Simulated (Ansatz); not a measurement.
`C=NB[SeH]` + H–F → `C=NBF` + H₂Se at 500 K and 1 bar (ligand exchange at a B–Se bond).

Isolated molecules relaxed with PBE0-D4/def2-TZVP in Ansatz; ΔE leaves out vibrations. CCSD(T)/CBS adds triple-zeta CCSD(T) − MP2 to the extrapolated MP2 energy (def2 sets, frozen cores). This one scheme is used for every species. For Se outer-core shells are correlated without core-valence functions, which leaves a few kJ/mol of doubt a bond. Scalar relativity is left out up to krypton. One conformer a species, not always the lowest.

```json
{"species": "`C=NB[SeH]`", "CCSD(T)/CBS energy (Eh)": "-2520.67685", "H − E (kJ/mol)": "173.0", "S (J/(mol·K))": "369.9"}
{"species": "H–F", "CCSD(T)/CBS energy (Eh)": "-100.39570", "H − E (kJ/mol)": "39.4", "S (J/(mol·K))": "188.7"}
{"species": "`C=NBF`", "CCSD(T)/CBS energy (Eh)": "-219.19469", "H − E (kJ/mol)": "151.8", "S (J/(mol·K))": "332.2"}
{"species": "H₂Se", "CCSD(T)/CBS energy (Eh)": "-2401.89790", "H − E (kJ/mol)": "53.1", "S (J/(mol·K))": "237.8"}
```

H − E and S are ideal-gas, rigid-rotor, harmonic terms from PBE0-D4/def2-TZVP, for one conformer and one mirror image of each species. 1 Eh = 2625.50 kJ/mol, R = 8.31446 J/(mol·K).

Question: By hand: ΔE, ΔH, ΔS and ΔG.

Answer: ΔE = (-219.19469) + (-2401.89790) − (-2520.67685) − (-100.39570) = -0.02004 Eh = -52.6 kJ/mol. Δ(H − E) = 151.8 + 53.1 − 173.0 − 39.4 = -7.5, so ΔH = -60.1 kJ/mol. ΔS = 332.2 + 237.8 − 369.9 − 188.7 = 11.4 J/(mol·K). ΔG = -60.1 − 500 × (11.4)/1000 = -65.8 kJ/mol.

Question: By hand: the equilibrium constant, and the temperature at which ΔG would vanish if ΔH and ΔS stayed fixed.

Answer: log₁₀ K = −ΔG/(RT ln 10) = 6.9. ΔH and −TΔS have one sign here, so there is no such temperature.

The number of gas molecules stays the same, so ΔS is small and ΔH decides. A doubt of 5 kJ/mol in ΔE shifts log₁₀ K by 0.5 here. Other conformers and mirror images would add mixing entropy, several J/(mol·K) or more a flexible species. These are equilibria of isolated gas molecules and say nothing of rates. Largest T1 diagnostic: 0.014 (customary marks: 0.02 for closed shells, 0.045 for open ones).

ΔS is within the doubt of such terms, so its sign, and with it that verdict, could turn.
